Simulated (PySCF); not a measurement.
Input file for PySCF: R-HF/3-21G on AsFH4 (a complex), monomers drawn apart or pushed together.

```python
from pyscf import gto, scf, dft, mp
from pyscf.data.elements import chemcore

mol = gto.M(
    atom='''
    F     0.39188062   -0.76984146   -0.41880109
    H     0.33146659   -0.43536347    0.45414705
    As    0.19429502    0.33621814    2.46195343
    H     1.37100238    0.99501409    3.15837974
    H    -0.15623747   -0.54473933    3.64715340
    H    -0.78627455    1.43003362    2.84366756
    ''',
    basis='3-21g',
    charge=0, spin=0, verbose=3, max_memory=1800)
mf = scf.RHF(mol)
mf.conv_tol = 1e-8
mf.max_cycle = 100
mf.kernel()
if not mf.converged:
    mf = mf.newton().run(mf.mo_coeff, mf.mo_occ)
```

Q: Predict the final total energy.

A: -2324.5883 hartree.
